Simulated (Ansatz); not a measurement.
Compare A (`F[SiH2][InH2]`) with its isomer B (`[F][InH][SiH3]`).

Calculated with Ansatz (gas phase, PBE0-D4/def2-TZVP geometries, no zero-point term in ΔE). CBS: MP2 limit from def2 TZ/QZ plus the TZ coupled-cluster correction, frozen cores. DFT in def2-TZVPP. B3LYP here is the variant with VWN-RPA as its local correlation; programs differ in this. Elements past krypton have def2 core potentials. For In outer-core shells are correlated without core-valence functions, which leaves a few kJ/mol of doubt a bond.

A:

```xyz
7

F     0.105    1.703    1.488
Si   -0.502    0.312    0.945
In    0.647   -0.431   -1.244
H    -0.330   -0.691    2.034
H    -1.967    0.520    0.763
H     1.901    0.491   -1.989
H     0.146   -1.905   -1.997
```

B:

```xyz
7

F     2.4376   -0.1335   -1.1142
In    1.2057   -0.6252    0.3394
Si   -1.0817    0.4329   -0.1014
H     2.0274   -1.6160    1.4712
H    -1.5993   -0.0507   -1.4080
H    -0.9332    1.9110   -0.1519
H    -2.0565    0.0816    0.9649
```

Problem. Which isomer does CCSD(T)/CBS put lower? Give the gap. (Best estimate.)

Solution. The calculation gave: A, by 27.7 kJ/mol.

Problem. Give E(B) − E(A) in kJ/mol with PBE0-D4, HF/def2-TZVPP, CCSD(T)/def2-TZVPP, B3LYP, BLYP-D4, B2PLYP, LDA (SPW92). (Best estimate.)

Solution. The calculation gave: PBE0-D4 29.3, HF/def2-TZVPP 43.0, CCSD(T)/def2-TZVPP 33.4, B3LYP 27.6, BLYP-D4 20.2, B2PLYP 28.6, LDA (SPW92) 31.8. None reverses the order clearly.

Problem. Does the order hold for the free energy at 298.15 K (harmonic terms from PBE0-D4)? (An estimate is asked.)

Solution. Computed: Yes: G(B) − G(A) = +27.3 kJ/mol. Modes under 60 cm⁻¹, often nearly free rotors, make the harmonic entropy too high.

Largest T1 diagnostic: 0.016.

In def2-TZVPP, CCSD(T) changes the Hartree–Fock value by −9.6 kJ/mol (the triples alone add −2.9 kJ/mol) and MP2 by −10.4 kJ/mol. At CCSD(T), def2-SVP lies −12.1 kJ/mol from the extrapolated value and def2-TZVPP +5.7 kJ/mol.
